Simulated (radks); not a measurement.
Problem. Species: P4+. Configuration: [Ne] 3s1 (the NIST ground configuration). Method: scalar-relativistic Kohn-Sham, PBE, spin-polarised, spherical densities, finite nucleus; open shells are filled with parallel spins first; Fermi nuclear charge, rms radius 3.1889 fm; computed with a radial shooting solver on a logarithmic mesh with Libxc functionals. Some entries of the table are withheld. Estimate them.

orbital  occ.  eigenvalue (eV)  <r^2> (bohr^2)
1s up       1        -2142.779             (1)
1s down     1        -2142.547             (2)
2s up       1              (3)          0.3188
2s down     1              (4)          0.3179
2p up       3        -180.9353          0.2904
2p down     3        -180.5357          0.2888
3s up       1         -59.5468           2.889

Solution. 
(1) 1s up <r^2> (bohr^2): 0.01444
(2) 1s down <r^2> (bohr^2): 0.01444
(3) 2s up eigenvalue (eV): -230.2458
(4) 2s down eigenvalue (eV): -229.8349
